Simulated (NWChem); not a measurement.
CH2BNO3; SMILES O=C=NB(O)O

```xyz
8

B      0.0746    -1.0225     0.0000
N     -0.0571     0.4173     0.0000
C     -0.1681     1.6064     0.0000
O     -0.2764     2.7700     0.0000
O      1.2931    -1.6120     0.0000
H      2.0133    -0.9763     0.0000
O     -1.0168    -1.8233     0.0000
H     -1.8404    -1.3291     0.0000
```
Atoms are numbered in this order, from 1.

Level: PBE0/def2-SVP (NWChem), optimised geometry, unscaled harmonic frequencies. 

Problem. List the harmonic frequencies with IR intensities, and the thermochemistry.

Solution. 
| frequency (cm⁻¹) | IR intensity (km/mol) |
|---|---|
| 50 | 0.8 |
| 86 | 3.2 |
| 403 | 1.9 |
| 428 | 36.4 |
| 464 | 0.0 |
| 534 | 147.4 |
| 609 | 39.0 |
| 628 | 25.2 |
| 655 | 162.1 |
| 712 | 6.5 |
| 996 | 34.4 |
| 1000 | 232.3 |
| 1288 | 588.3 |
| 1513 | 352.6 |
| 1624 | 161.0 |
| 2514 | 1409.6 |
| 3948 | 189.7 |
| 3949 | 6.9 |

- zero-point energy = 30.6 kcal/mol
- thermal correction to the enthalpy at 298.15 K (with zero-point energy) = 35.0 kcal/mol
- heat capacity Cv = 20.0 cal/(mol K)
- entropy at 298.15 K and 1 atm (symmetry number 2) = 78.1 cal/(mol K)
- dipole moment = 0.50 D

Rigid rotor and harmonic oscillator; modes under 100 cm⁻¹ make the entropy uncertain.
